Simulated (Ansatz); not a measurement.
One change: `[CH3][Mo](=[NH])(=[NH])[OH]` becomes `[CH3][W](=[NH])(=[NH])[OH]`.

Ansatz, PBE0-D4/def2-TZVP geometries, multiplicity 1. Each molecule was computed in one conformer, which needn't be the lowest.

Elements past krypton have def2 core potentials.

```tsv
property	`[CH3][Mo](=[NH])(=[NH])[OH]`
HOMO energy (B3LYP/def2-TZVPP) / eV	-7.42
LUMO energy (PBE/def2-TZVPP) / eV	-2.29
HOMO–LUMO gap (PBE0/def2-TZVPP) / eV	6.18
HOMO energy (PBE/def2-TZVPP) / eV	-6.32
ideal-gas entropy at 298 K and 1 bar (rigid rotor, harmonic PBE0-D4/def2-TZVP) / J/(mol·K)	359
size of the dipole moment (B3LYP/def2-TZVPP) / D	1.57
```

(1) Give the same properties after the change, and the shifts. (Best estimate.)

Results:

(1) Computed: 
```tsv
property	`[CH3][W](=[NH])(=[NH])[OH]`	shift
HOMO energy (B3LYP/def2-TZVPP) / eV	-7.32	0.10
LUMO energy (PBE/def2-TZVPP) / eV	-1.88	0.41
HOMO–LUMO gap (PBE0/def2-TZVPP) / eV	6.52	0.34
HOMO energy (PBE/def2-TZVPP) / eV	-6.21	0.11
ideal-gas entropy at 298 K and 1 bar (rigid rotor, harmonic PBE0-D4/def2-TZVP) / J/(mol·K)	364	5
size of the dipole moment (B3LYP/def2-TZVPP) / D	1.28	-0.29
```

With PBE0 the HOMO rises by 0.09 eV and the LUMO rises by 0.43 eV, so the gap widens by about 0.34 eV. PBE moves the HOMO by 0.11 eV and ωB97M-V by 0.09 eV. Dipoles are sizes alone; their direction can turn.

B3LYP here is the variant with VWN-RPA as its local correlation; programs differ in this.
